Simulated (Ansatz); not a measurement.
BFGeH5NO, SMILES `NB(F)[O][GeH3]`, relaxed with RKS PBE-D4/def2-SVP in the Gaussian-basis code of Ansatz from a rough embedded geometry. The force threshold is 0.03 eV/Å; the program also tests the step.

Charge 0, multiplicity 1.

Start:

```xyz
10

N     0.928   -0.433   -1.667
B     1.114   -0.237   -0.193
F     2.001   -1.117    0.587
O     0.494    0.998    0.381
Ge   -1.040    0.368    1.096
H    -0.102   -0.614   -1.869
H     1.228    0.386   -2.202
H    -0.815   -0.764    2.070
H    -1.802    1.535    1.837
H    -2.006   -0.122   -0.041
```

Question: How much energy does the relaxation release, and in how many steps? (An estimate is asked.)

Answer: Computed: 1.91 eV, in 22 steps, 1 of them rejected.

Question: Which bonds change most? (Estimate.)

Answer: Computed: B2–O4 from 1.496 to 1.370 Å; B2–F3 from 1.473 to 1.365 Å; N1–B2 from 1.499 to 1.411 Å; N1–H6 from 1.065 to 1.017 Å.

Question: Give the relaxed structure. (An estimate is asked.)

Answer: The calculation gave: 
```xyz
10

N     1.362   -0.144   -1.751
B     0.540   -0.355   -0.623
F     0.402   -1.624   -0.140
O    -0.118    0.677   -0.006
Ge   -1.179    0.418    1.445
H     1.857   -0.899   -2.220
H     1.501    0.780   -2.153
H    -0.330   -0.164    2.605
H    -1.688    1.839    1.778
H    -2.347   -0.527    1.065
```
